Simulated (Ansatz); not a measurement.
Consider the redistribution: `[SiH]S` + `C[Si](N)(O)Cl` → `C[Si]S` + `N[SiH](O)Cl`.

Gas-phase electronic energies from Ansatz, PBE0-D4/def2-TZVP geometries. CBS: MP2 limit from def2 TZ/QZ plus the TZ coupled-cluster correction, frozen cores. This one scheme is used for every species. DFT in def2-TZVPP. One conformer a species, not always the lowest.

```csv
level,ΔE (kJ/mol)
BLYP,11.1
MP2/CBS(def2),9.7
```

Task: What does CCSD(T)/CBS give? (Best estimate.)

Result: Computed: +12.3 kJ/mol. The listed levels differ from it by -1.2, -2.6 kJ/mol.

Largest T1 diagnostic among the species: 0.016.

At CCSD(T), def2-SVP lies +3.7 kJ/mol from the extrapolated value and def2-TZVPP +1.6 kJ/mol. Leaving LDA and LC-ωPBE aside and taking each functional with its dispersion term where it has one, the values, not all of them listed here, spread over 6.9 kJ/mol, from B2PLYP to B97M-V.
